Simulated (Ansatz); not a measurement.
`CO[SiH](Br)OC` + `CB(O)S` → `COB(C)S` + `CO[SiH](O)Br`  (substitution at a C–O bond)

Isolated molecules relaxed with PBE0-D4/def2-TZVP in Ansatz; ΔE leaves out vibrations. CCSD(T)/CBS adds triple-zeta CCSD(T) − MP2 to the extrapolated MP2 energy (def2 sets, frozen cores). DFT in def2-TZVPP. For Br outer-core shells are correlated without core-valence functions, which leaves a few kJ/mol of doubt a bond. Scalar relativity is left out up to krypton. One conformer a species, not always the lowest.

```csv
species,r2SCAN energy (Eh)
`CO[SiH](Br)OC`,-3094.59023
`CB(O)S`,-539.44073
`COB(C)S`,-578.72544
`CO[SiH](O)Br`,-3055.30917
```

Problem. Work out ΔE.

Solution. ΔE = (-578.72544) + (-3055.30917) − (-3094.59023) − (-539.44073) = -0.00365 Eh = -0.10 eV. CCSD(T)/CBS gives -0.11 eV.

Largest T1 diagnostic among the species: 0.012.

In def2-TZVPP, CCSD(T) changes the Hartree–Fock value by −0.06 eV (the triples alone add −0.01 eV) and MP2 by −0.07 eV.
